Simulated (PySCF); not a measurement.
C3H13NSi2.
SMILES with atom numbers: `[CH3:1][NH:2][SiH2:3][CH2:4][CH2:5][SiH3:6]` (hydrogens: H7, H8, H9 on C1; H10 on N2; H11, H12 on Si3; H13, H14 on C4; H15, H16 on C5; H17, H18, H19 on Si6)

Cartesian coordinates in Å at the PBE0-D3(BJ)/def2-SVP level; atoms count from 1:
```
atom  x, y, z in Å
C1    -3.8415   -0.9651    0.2696
N2    -2.4593   -0.9509   -0.1433
Si3   -1.2439    0.0866    0.5254
C4     0.4574   -0.5315    0.0039
C5     1.6065    0.3027    0.5837
Si6    3.3176   -0.2895    0.0535
H7    -4.2977   -1.9571    0.1106
H8    -3.9102   -0.7555    1.3491
H9    -4.4799   -0.2200   -0.2454
H10   -2.3148   -1.2847   -1.0901
H11   -1.3417    1.5363    0.1229
H12   -1.3997    0.0533    2.0152
H13    0.4995   -0.5280   -1.1008
H14    0.5434   -1.5899    0.3053
H15    1.5728    0.2969    1.6877
H16    1.5070    1.3627    0.2897
H17    3.4420   -0.2372   -1.4377
H18    4.3943    0.5612    0.6508
H19    3.5338   -1.7057    0.4875
```

All values: PBE0/def2-SVPD (PySCF, non-relativistic), on one gas-phase PBE0-D3(BJ)/def2-SVP geometry that isn't relaxed in the solvent. The solvent is an IEF-PCM continuum (Bondi radii, 1.10 Å for H, scaled by 1.2). Specific hydrogen bonds and non-electrostatic terms are outside this model.

Gas phase at PBE0/def2-SVPD: HOMO -6.69 eV, LUMO 0.35 eV, dipole 1.21 D.

**Question.** What does the continuum do to the energy, the frontier levels and the dipole at PBE0/def2-SVPD in chloroform and water?

**Answer.** 
```
   solvent      ε  E(solvent) − E(gas) (kcal/mol)  polarisation term (kcal/mol)  distortion of the solute (kcal/mol)  HOMO (eV)  LUMO (eV)  dipole (D)
chloroform  4.711                           -1.85                         -2.01                                 0.16      -6.59       0.46        1.44
     water  78.36                           -2.68                         -3.03                                 0.35      -6.58       0.49        1.54
```

The first energy column is the sum of the next two and covers electrostatics alone. From chloroform to water the lowering changes by a factor 1.45, Onsager's factor (ε − 1)/(2ε + 1) by 1.38 and ε itself by 16.6.

**Question.** Which radius a makes the point-dipole formula ΔE = −[(ε − 1)/(2ε + 1)]·μ²/a³ give the value in water, with the gas-phase dipole?

**Answer.** μ = 0.478 au and |ΔE| = 0.00427 Eh give a = 1.57 Å; the farthest nucleus lies 4.74 Å from the centroid of the nuclei, so such a sphere wouldn't even hold the nuclei. The formula assumes a rigid point dipole at the centre of a sphere.

**Question.** Give the dipole vector in the frame of the coordinates (D, pointing from negative to positive charge), gas and water.

**Answer.** Gas (-0.98, -0.33, -0.63), solvent (-1.18, -0.38, -0.91). Its length changes by +27 % and its direction by 5°.

**Question.** How does the static polarisability (PBE0/def2-SVPD, frozen core, with the continuum's full static response) change?

**Answer.** 
| medium | isotropic (au) | principal values (au) | ⟨r²⟩ of the electrons (bohr²) |
| --- | --- | --- | --- |
| gas | 103.9 | 87.0, 92.5, 132.1 | 1832.5 |
| chloroform | 127.3 | 111.4, 118.1, 152.4 | 1832.8 |
| water | 140.2 | 127.1, 133.5, 160.1 | 1833.0 |

The isotropic value in water is 1.35 times the gas-phase one; no cavity-field correction is applied. ⟨r²⟩ is taken about the centre of nuclear charge.
